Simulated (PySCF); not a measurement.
Compound: C9H11F3.
Atom-mapped SMILES: `[CH2:1]=[C:2]([CH3:3])[C@:4]12[CH2:5][C@:6]([C:7]([F:8])([F:9])[F:10])([CH2:11]1)[CH2:12]2` (hydrogens: H13, H14 on C1; H15, H16, H17 on C3; H18, H19 on C5; H20, H21 on C11; H22, H23 on C12)

Torsions of this conformer, `[CH2:1]=[C:2]([CH3:3])[C@:4]12[CH2:5][C@:6]([C:7]([F:8])([F:9])[F:10])([CH2:11]1)[CH2:12]2`: C1–C2–C4–C5 0°, C5–C6–C7–F8 57°.

The closed-shell ground state was solved at several levels (PySCF, density fitting, gas phase, non-relativistic). The structure is a single PBE0-D3(BJ)/def2-SVP conformer in the gas phase; no vibrational or solvent corrections.

```json
{"level": "PBE0/def2-SVPD", "basis functions": "337", "total energy (Eh)": "-647.9018", "HOMO (eV)": "-7.39", "LUMO (eV)": "-0.01", "gap (eV)": "7.38", "dipole (D)": "2.69"}
{"level": "PBE0/pcSseg-1", "basis functions": "259", "total energy (Eh)": "-648.2760", "HOMO (eV)": "-7.36", "LUMO (eV)": "0.08", "gap (eV)": "7.44", "dipole (D)": "2.60"}
{"level": "B3LYP/pcJ-1", "basis functions": "434", "total energy (Eh)": "-649.0491", "HOMO (eV)": "-7.12", "LUMO (eV)": "-0.13", "gap (eV)": "6.99", "dipole (D)": "2.58"}
```

Q: Estimate the row for wB97X-D/pcSseg-1, a basis of 259 functions; the other rows only guide the guess.

A: Total energy -648.7726 Eh, HOMO -9.20 eV, LUMO 1.88 eV, gap 11.08 eV, dipole 2.65 D.

Q: Over all these levels, which gives the widest orbital gap and which the narrowest?

A: wB97X-D/pcSseg-1 (range-separated hybrid) has the widest, 11.08 eV, and B3LYP/pcJ-1 (global hybrid, 20 % exact exchange) the narrowest, 6.99 eV. Functional and basis both differ between the two, so the spread mixes both effects.

Q: How far do the dipole and the HOMO energy spread over the levels?

A: The dipole runs from 2.58 to 2.69 D (mean 2.63 D) and the HOMO from -9.20 to -7.12 eV.

The pairwise dispersion term of wB97X-D wasn't added to the energies; at a given geometry it leaves orbitals and properties as they are.
